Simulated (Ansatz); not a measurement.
# Molecular dynamics of GeH₃S

Input:

```yaml
crystal:
  periodic: [false, false, false]
  atoms:
    - { symbol: S, position_ang: [1.39766, -1.143711, 0.199818] }
    - { symbol: Ge, position_ang: [-0.262428, 0.259601, -0.126975] }
    - { symbol: H, position_ang: [0.059134, -0.827071, 1.16357] }
    - { symbol: H, position_ang: [-1.233155, -0.104219, -1.246514] }
    - { symbol: H, position_ang: [0.088688, 1.7416, -0.031299] }
magnetization:
  spin_polarized: true
  initial_magnetization: 1
basis:
  gaussian: { orbitals: def2-mTZVP }
hamiltonian:
  xc: hf
md:
  timestep: 0.5
  n_steps: 200
  ensemble: nve
  temperature: 300.0
  initial_velocities: maxwell_boltzmann
  seed: 4699
```

Run as:

```bash
$ ansatz run input.yaml --threads 1 --pin off --max-ram 2048MiB --backend cpu --events-out ev --progress --plain --runs-dir out
```

It starts at the highest image of a converged band. Of that band: Neighbouring images differ by up to 1.4 eV, so the band resolves the path poorly. A vibrational analysis at the climbing image gives one clearly imaginary mode, 1922i cm⁻¹: a first-order saddle point.

Output, in part (one step line in 7, the closing report, with atoms numbered from 0):

```
md step     0: t =     0.00 fs  T =   300.0 K  F+E_penalty+E_count = -67336.30070233 eV  E_kin = 0.116334 eV  conserved = -67336.18436833 eV  (41 SCF iters)
md step     7: t =     3.50 fs  T =   206.4 K  F+E_penalty+E_count = -67336.26417478 eV  E_kin = 0.080028 eV  conserved = -67336.18414693 eV  (35 SCF iters)
md step    14: t =     7.00 fs  T =   220.6 K  F+E_penalty+E_count = -67336.26954843 eV  E_kin = 0.085558 eV  conserved = -67336.18399037 eV  (34 SCF iters)
md step    21: t =    10.50 fs  T =   868.4 K  F+E_penalty+E_count = -67336.52019399 eV  E_kin = 0.336732 eV  conserved = -67336.18346241 eV  (35 SCF iters)
md step    28: t =    14.00 fs  T =  2891.7 K  F+E_penalty+E_count = -67337.30612906 eV  E_kin = 1.121347 eV  conserved = -67336.18478162 eV  (35 SCF iters)
md step    35: t =    17.50 fs  T =  4411.2 K  F+E_penalty+E_count = -67337.89723019 eV  E_kin = 1.710572 eV  conserved = -67336.18665854 eV  (39 SCF iters)
md step    42: t =    21.00 fs  T =  3362.6 K  F+E_penalty+E_count = -67337.48866010 eV  E_kin = 1.303936 eV  conserved = -67336.18472443 eV  (49 SCF iters)
md step    49: t =    24.50 fs  T =  2542.1 K  F+E_penalty+E_count = -67337.17133227 eV  E_kin = 0.985761 eV  conserved = -67336.18557127 eV  (50 SCF iters)
md step    56: t =    28.00 fs  T =  3225.9 K  F+E_penalty+E_count = -67337.43830223 eV  E_kin = 1.250950 eV  conserved = -67336.18735210 eV  (44 SCF iters)
md step    63: t =    31.50 fs  T =  2502.4 K  F+E_penalty+E_count = -67337.15601737 eV  E_kin = 0.970374 eV  conserved = -67336.18564371 eV  (46 SCF iters)
md step    70: t =    35.00 fs  T =  2707.0 K  F+E_penalty+E_count = -67337.23888487 eV  E_kin = 1.049717 eV  conserved = -67336.18916796 eV  (45 SCF iters)
md step    77: t =    38.50 fs  T =  1349.4 K  F+E_penalty+E_count = -67336.70876213 eV  E_kin = 0.523268 eV  conserved = -67336.18549462 eV  (47 SCF iters)
md step    84: t =    42.00 fs  T =  1255.0 K  F+E_penalty+E_count = -67336.67212829 eV  E_kin = 0.486651 eV  conserved = -67336.18547731 eV  (74 SCF iters)
md step    91: t =    45.50 fs  T =  2543.5 K  F+E_penalty+E_count = -67337.17415063 eV  E_kin = 0.986334 eV  conserved = -67336.18781683 eV  (43 SCF iters)
md step    98: t =    49.00 fs  T =  3658.9 K  F+E_penalty+E_count = -67337.60665692 eV  E_kin = 1.418867 eV  conserved = -67336.18778986 eV  (73 SCF iters)
md step   105: t =    52.50 fs  T =  3931.4 K  F+E_penalty+E_count = -67337.71124704 eV  E_kin = 1.524528 eV  conserved = -67336.18671878 eV  (66 SCF iters)
md step   112: t =    56.00 fs  T =  3506.9 K  F+E_penalty+E_count = -67337.54605407 eV  E_kin = 1.359895 eV  conserved = -67336.18615902 eV  (78 SCF iters)
md step   119: t =    59.50 fs  T =  3513.5 K  F+E_penalty+E_count = -67337.55097503 eV  E_kin = 1.362479 eV  conserved = -67336.18849635 eV  (45 SCF iters)
md step   126: t =    63.00 fs  T =  1203.1 K  F+E_penalty+E_count = -67336.65049993 eV  E_kin = 0.466533 eV  conserved = -67336.18396729 eV  (70 SCF iters)
md step   133: t =    66.50 fs  T =  1154.6 K  F+E_penalty+E_count = -67336.63465726 eV  E_kin = 0.447731 eV  conserved = -67336.18692622 eV  (42 SCF iters)
md step   140: t =    70.00 fs  T =  1473.5 K  F+E_penalty+E_count = -67336.75699669 eV  E_kin = 0.571399 eV  conserved = -67336.18559768 eV  (41 SCF iters)
md step   147: t =    73.50 fs  T =  2884.4 K  F+E_penalty+E_count = -67337.30508906 eV  E_kin = 1.118531 eV  conserved = -67336.18655789 eV  (40 SCF iters)
md step   154: t =    77.00 fs  T =  3632.6 K  F+E_penalty+E_count = -67337.59605578 eV  E_kin = 1.408639 eV  conserved = -67336.18741723 eV  (44 SCF iters)
md step   161: t =    80.50 fs  T =  3741.3 K  F+E_penalty+E_count = -67337.63728256 eV  E_kin = 1.450817 eV  conserved = -67336.18646539 eV  (55 SCF iters)
md step   168: t =    84.00 fs  T =  3670.7 K  F+E_penalty+E_count = -67337.61033212 eV  E_kin = 1.423433 eV  conserved = -67336.18689959 eV  (44 SCF iters)
md step   175: t =    87.50 fs  T =  2800.3 K  F+E_penalty+E_count = -67337.27171201 eV  E_kin = 1.085895 eV  conserved = -67336.18581684 eV  (70 SCF iters)
md step   182: t =    91.00 fs  T =  3041.9 K  F+E_penalty+E_count = -67337.36718543 eV  E_kin = 1.179589 eV  conserved = -67336.18759687 eV  (70 SCF iters)
md step   189: t =    94.50 fs  T =  1636.2 K  F+E_penalty+E_count = -67336.82003012 eV  E_kin = 0.634495 eV  conserved = -67336.18553499 eV  (166 SCF iters)
md step   196: t =    98.00 fs  T =  1031.7 K  F+E_penalty+E_count = -67336.58716818 eV  E_kin = 0.400092 eV  conserved = -67336.18707655 eV  (45 SCF iters)
md step   200: t =   100.00 fs  T =   928.6 K  F+E_penalty+E_count = -67336.54601844 eV  E_kin = 0.360109 eV  conserved = -67336.18590926 eV  (191 SCF iters)
Total energy: -67336.54601844 eV, -2474.5724238274 hartree
Atom 0 at     1.404229    -1.105541     0.116290 Å, force     0.676741    -1.226104     1.044542 eV/Å
Atom 1 at    -0.252582     0.219521    -0.066307 Å, force    -2.456997     3.493266    -3.940798 eV/Å
Atom 2 at    -1.657693     0.948914     0.320105 Å, force     1.060312    -1.560957     1.259839 eV/Å
Atom 3 at    -0.733855    -0.013219    -1.591381 Å, force     0.196758    -0.727950     0.920247 eV/Å
Atom 4 at     0.387840     1.548500    -0.557664 Å, force     0.523186     0.021744     0.716171 eV/Å
Dipole moment:    -0.100737    -0.058583     0.265024 e Å
```

The run went to its last step. The conserved energy stayed within 0.96 meV per atom of its start (net change -0.31 meV per atom), so the integration is sound. The kinetic energy rose, since the run started high on the potential surface and went downhill. A run of 0.1 ps of so small a system gives no equilibrium averages.

Between its relaxed ends the band would form Ge2–H3 and break S1–H3. These pairs go: Ge2–H3 1.72 → 1.63 Å, S1–H3 1.68 → 3.69 Å. In the last frame they stand as after the step (other bonds may differ from the relaxed reactants and products). It ends as one piece, GeH3S. Pairs count as bonded within 1.25 times the sum of covalent radii (0.12 Å more for H–H).

Last frame:

```xyz
5
Properties=species:S:1:pos:R:3
S 1.404 -1.105 0.116
Ge -0.253 0.220 -0.066
H -1.658 0.949 0.320
H -0.734 -0.013 -1.591
H 0.388 1.548 -0.558
```

The run took 15 min on 1 thread of Intel(R) Xeon(R) Processor @ 2.50GHz (Skylake/Cascade Lake) (shared host), peak memory 0.17 GiB.
